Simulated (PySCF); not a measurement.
Cost of one run: geometry optimisation, `C[NH][GeH2-]`.

Method: PBE0-D3(BJ)/def2-SVP geometry optimisation, gas phase (PySCF 2.14.0). Work: geometry optimisation from a GFN2-xTB start shaken at random, density fitting. The input is one job of a driver script: a line of settings, then coordinates in Å.

Input:
```
{"job": {"xc": "PBE0", "basis": "def2-SVP", "d3": "d3bj", "grid": 1, "maxiter": 30, "shake": 0.01, "kind": "geom"}, "charge": -1, "multiplicity": 1}
C     -0.929810    -0.367890    -0.051630
N     -0.230130     0.826260    -0.447730
Ge     1.680680     0.781110    -0.236510
H     -0.497340    -1.182660    -0.607970
H     -2.030040    -0.267990    -0.311150
H     -0.869820    -0.576100     1.014380
H     -0.576750     1.625200     0.077540
H      1.822720    -0.773220    -1.023670
H      1.688310    -0.081860     1.553010
```

Hardware: one thread of an Arm Neoverse N1, no GPU, on a shared host. PySCF's memory limit was set to 1040 MB.

How large is the basis?

90 functions.

What wall time should be expected on this hardware?

About 33 s. The run took 8 energy-and-gradient evaluations and 50 SCF cycles, 4.1 s an evaluation on average.

Estimate the peak memory.

About 0.37 GiB. Peak memory is the resident size of the whole Python process, interpreter and libraries included.

Times come from a shared host and carry two figures at best.

The run converged: final energy -2172.75719 Eh after 7 steps.
